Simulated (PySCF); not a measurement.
**Fractional electron number in Cr(2+) (chromium, charge +2)**

The 3d alpha orbital of [Ar] 3d4 is emptied in steps (occupation f), with all orbitals relaxed, ending at [Ar] 3d3. Computed with PySCF 2.14 in def2-SVP (5s3p2d1f, 31 functions), with the non-relativistic Hamiltonian (point nucleus). The exact energy is a straight line in f; departures are measured from the line between the end points of the same method.

| f | BHandHLYP (eV) | wB97X (eV) | TPSS (eV) |
| --- | --- | --- | --- |
| 1 | 0.000 | 0.000 | 0.000 |
| 0.8 | -0.569 | -0.562 | -1.322 |
| 0.6 | -0.866 | -0.861 | -2.005 |
| 0.4 | -0.878 | -0.878 | -2.026 |
| 0.2 | -0.593 | -0.595 | -1.363 |
| 0 | 0.000 | 0.000 | 0.000 |

| method | E(f=0) − E(f=1) (eV) | −ε at f=1 (eV) | −ε at f=0.4 (eV) |
| --- | --- | --- | --- |
| BHandHLYP | 32.110 | 28.609 | 32.782 |
| wB97X | 32.113 | 28.677 | 32.767 |
| TPSS | 32.360 | 24.193 | 33.947 |

Orbital energy along the path (eV):

```json
{"f": "1", "BHandHLYP": "-28.609", "wB97X": "-28.677", "TPSS": "-24.193"}
{"f": "0.8", "BHandHLYP": "-29.935", "wB97X": "-29.943", "TPSS": "-27.328"}
{"f": "0.6", "BHandHLYP": "-31.327", "wB97X": "-31.309", "TPSS": "-30.582"}
{"f": "0.4", "BHandHLYP": "-32.782", "wB97X": "-32.767", "TPSS": "-33.947"}
{"f": "0.2", "BHandHLYP": "-34.296", "wB97X": "-34.300", "TPSS": "-37.410"}
{"f": "0", "BHandHLYP": "-35.868", "wB97X": "-35.881", "TPSS": "-40.956"}
```

Reference removal energy between the ground levels: 30.959 ± 0.025 eV (measured; NIST Atomic Spectra Database, ionization energies). The calculation has no spin-orbit coupling. The determinant left behind need not be the lowest term of the ion.
